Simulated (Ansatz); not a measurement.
`[Br][SnH]([Br])[Br]`. The species carries charge 0 and has multiplicity 1. Sn takes the def2 core potential.

Z-matrix (Å, degrees):
```
Sn
Br 1 2.454
Br 1 2.454 2 108.1
Br 1 2.454 2 108.1 3 -116.8
H 1 1.696 2 110.8 3 121.6
```

(1) List the harmonic frequencies (cm⁻¹, unscaled) at PBE0-D4/def2-TZVP in Ansatz. (Best estimate.)

(2) Is this a minimum?

(3) Give the ideal-gas thermochemistry at 298.15 K and 1 bar (rigid rotor, harmonic oscillator; point group C3v, symmetry number 3).

(4) And at 400, 500, 600, 800 and 1000 K?

## Answers

(1) Computed: 71, 71, 94, 245, 277, 277, 548, 548, 1981.

(2) Yes, all 9 modes are real.

(3) Zero-point energy 24.6 kJ/mol; H(298) − E = 45.3 kJ/mol; entropy 380.3 J/(mol·K), of which translation 182.2, rotation 123.5, vibration 74.6; G(298) − E = -68.1 kJ/mol. Modes under 100 cm⁻¹ are hindered rotations or soft bends, so the harmonic entropy is rough.

(4) 
| T (K) | H − E (kJ/mol) | S (J/mol/K) | G − E (kJ/mol) |
| --- | --- | --- | --- |
| 400 | 54.6 | 407.2 | -108.3 |
| 500 | 64.1 | 428.4 | -150.1 |
| 600 | 73.9 | 446.2 | -193.8 |
| 800 | 93.8 | 474.9 | -286.1 |
| 1000 | 114.3 | 497.6 | -383.4 |
